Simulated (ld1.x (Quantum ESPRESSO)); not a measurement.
## An all-electron radial function and its pseudo partner (P)

Columns: radius, all-electron u(r) and pseudo u(r) of the 3s shell (level -13.95 eV) of phosphorus in the configuration [Ne] 3s2 3p3; LDA (PZ), non-relativistic, PAW scheme, ld1.x (Quantum ESPRESSO) 7.5.

| r (bohr) | all-electron | pseudo |
| --- | --- | --- |
| 0.093 | 0.1414 | 0.0347 |
| 0.185 | -0.1434 | 0.0709 |
| 0.278 | -0.3372 | 0.1111 |
| 0.370 | -0.3784 | 0.1556 |
| 0.463 | -0.3088 | 0.2062 |
| 0.555 | -0.1778 | 0.2619 |
| 0.648 | -0.0189 | 0.3234 |
| 0.740 | 0.1412 | 0.3882 |
| 0.833 | 0.2919 | 0.4557 |
| 0.925 | 0.4226 | 0.5224 |
| 1.018 | 0.5332 | 0.5872 |
| 1.110 | 0.6209 | 0.6460 |
| 1.203 | 0.6886 | 0.6975 |
| 1.295 | 0.7367 | 0.7387 |
| 1.388 | 0.7685 | 0.7686 |
| 1.480 | 0.7856 | 0.7856 |
| 1.573 | 0.7907 | 0.7907 |
| 1.665 | 0.7857 | 0.7857 |
| 1.758 | 0.7727 | 0.7727 |
| 1.850 | 0.7534 | 0.7534 |
| 1.943 | 0.7291 | 0.7291 |
| 2.035 | 0.7016 | 0.7016 |
| 2.128 | 0.6712 | 0.6712 |
| 2.220 | 0.6395 | 0.6395 |
| 2.313 | 0.6066 | 0.6066 |
| 2.405 | 0.5737 | 0.5737 |

Question: How many radial nodes do the two functions have?

Answer: The all-electron 3s function has n − l − 1 = 2; the pseudo-wave has 0, since the states of the same l below it are removed with the core.

Question: At about which radius was the pseudo-wave matched?

Answer: 1.45 bohr, where the columns begin to agree (steps of 0.09 bohr).

Question: Is the pseudo-wave norm-conserving?

Answer: No, it belongs to a PAW set: the norm inside the radius is not constrained, and the difference is carried by the augmentation charge.
